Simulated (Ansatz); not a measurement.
Total energies of CH4Cl2SeSn (`C[Se][SnH]([Cl])[Cl]`).

| atom | x (Å) | y (Å) | z (Å) |
| --- | --- | --- | --- |
| C1 | -0.290 | -1.322 | 0.996 |
| Se2 | -1.115 | 0.450 | 1.143 |
| Sn3 | 0.087 | 1.433 | -0.801 |
| Cl4 | 2.375 | 1.185 | -0.469 |
| Cl5 | -0.329 | 0.127 | -2.678 |
| H6 | -0.541 | -1.773 | 0.039 |
| H7 | 0.787 | -1.245 | 1.124 |
| H8 | -0.719 | -1.910 | 1.806 |
| H9 | -0.254 | 3.056 | -1.160 |

Charge 0, multiplicity 1. Correlated methods include outer-core shells of Se, Sn, which these sets cover unevenly. Scalar relativity is left out up to krypton. Sn takes the def2 core potential. All single points use the PBE0-D4/def2-TZVP geometry. It is one conformer, not always the lowest. Basis def2-TZVPP, Ansatz 0.2.0.

RPA on PBE orbitals: Hartree–Fock energy of these orbitals -3572.48257 Eh, correlation -1.77653 Eh (frozen core).

```
functional  energy without D4 (Eh)  D4 term (kJ/mol)
    revPBE             -3576.59346             -70.5
   ωB97X-V             -3576.54625                 –
```

Q: Give the same for LDA (SPW92), PBE, BLYP, r2SCAN, B97M-V, PBE0, B3LYP, r2SCANh, r2SCAN0, HSE06 (plane-wave form), BHLYP, CAM-B3LYP, LC-ωPBE, ωB97M-V, B2PLYP, PBE-QIDH. (Estimate.)

A: Computed: 
```tsv
functional	energy without D4 (Eh)	D4 term (kJ/mol)
LDA (SPW92)	-3569.81366	–
PBE	-3576.13287	-30.7
BLYP	-3576.87651	-63.5
r2SCAN	-3576.91864	-7.3
B97M-V	-3576.26173	–
PBE0	-3576.30242	-26.8
B3LYP	-3577.06941	-50.1
r2SCANh	-3576.89974	-8.1
r2SCAN0	-3576.87310	-9.1
HSE06 (plane-wave form)	-3576.28610	-25.6
BHLYP	-3576.82046	-46.6
CAM-B3LYP	-3577.03839	-28.3
LC-ωPBE	-3576.36001	–
ωB97M-V	-3576.67912	–
B2PLYP	-3576.04425	–
PBE-QIDH	-3575.61982	–
```

B3LYP takes the VWN-RPA correlation (the form of Gaussian; ORCA's B3LYP/G). HSE06 is the plane-wave form, built on full-range PBE exchange. The double hybrids freeze the cores in their second-order part.

LC-ωPBE has ω = 0.4 bohr⁻¹.
